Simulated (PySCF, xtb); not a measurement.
sulfur difluoride (F2S), SMILES S(F)F.

GFN2-xTB (xtb 6.7.1) at its own geometry gives an orbital gap of 2.49 eV and a dipole moment of 1.78 D.

Geometry optimised at r2SCAN-D4/def2-TZVP.

### Question
What does r2SCAN/def2-TZVPD (PySCF) give? (An estimate is asked for; the answer gives what the named calculation found.)

### Answer
gap 3.35 eV (levels -6.12 and -2.76 eV), dipole 0.90 D.
